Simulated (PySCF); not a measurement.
Electric field gradients and quadrupole coupling constants

C₇H₁₄NOP.
Atom-mapped SMILES: `[CH3:1][CH2:2][CH2:3][P:4]([CH2:5][OH:6])[CH2:7][CH2:8][C:9]#[N:10]` (hydrogens: H11, H12, H13 on C1; H14, H15 on C2; H16, H17 on C3; H18, H19 on C5; H20 on O6; H21, H22 on C7; H23, H24 on C8)

Structure used (GFN2-xTB), in Å, numbered top down from 1:
```
atom  x, y, z in Å
C1     2.448   -1.612    2.017
C2     1.875   -1.083    0.708
C3     0.891    0.055    0.958
P4     0.247    0.807   -0.615
C5    -0.761    2.163    0.212
O6     0.091    3.115    0.798
C7    -1.149   -0.393   -0.946
C8    -1.923   -0.018   -2.215
C9    -2.930   -1.009   -2.496
N10   -3.720   -1.812   -2.691
H11    1.652   -1.978    2.661
H12    3.141   -2.430    1.830
H13    2.980   -0.824    2.545
H14    1.374   -1.897    0.178
H15    2.687   -0.726    0.070
H16    0.051   -0.290    1.570
H17    1.393    0.864    1.498
H18   -1.364    1.749    1.027
H19   -1.433    2.633   -0.521
H20    0.620    3.529    0.106
H21   -0.703   -1.382   -1.078
H22   -1.825   -0.435   -0.086
H23   -2.414    0.952   -2.098
H24   -1.241    0.042   -3.069
```

Field gradients from the PBE0/pcSseg-1 density (PySCF, non-relativistic), principal values in atomic units, ordered |Vxx| ≤ |Vyy| ≤ |Vzz|:

```
atom     Vxx     Vyy      Vzz
  O6  0.0718  1.9000  -1.9717
 N10  0.4786  0.4863  -0.9649
```

Task: Find the asymmetry η = (Vxx − Vyy)/Vzz and the couplings χ = eQV/h (234.96 MHz × Q in barn × V in au), with Q(17O) = −0.0256 b, Q(14N) = 0.02044 b.

Result: 
```csv
atom,environment,nucleus,η,χzz (MHz),χxx (MHz),χyy (MHz)
O6,alcohol oxygen,17O,0.93,11.86,-0.43,-11.43
N10,nitrile nitrogen,14N,0.01,-4.634,2.298,2.336
```

The gradient is axial or nearly so (η below 0.05) at N10. At O6 η is above 0.9: Vyy and Vzz are nearly equal in size and opposite in sign, so a small change could swap them and flip the sign of χzz. The tensor is traceless: Vxx + Vyy + Vzz = 0.

Task: What is Vzz at O6 in SI units (1 au = 9.71736 × 10²¹ V/m²)?

Result: -1.9717 au = -19.160 × 10²¹ V/m².

Were the hydrogens deuterons (Q(2H) = 0.00286 b), χzz would run from 193 kHz (H19) to 311 kHz (H20).

Geometry: GFN2-xTB, one conformer, isolated molecule. GFN2-xTB bond lengths can be off by several hundredths of an ångström, more for odd bonds, and the gradients follow them. The small basis limits the accuracy of the gradients.
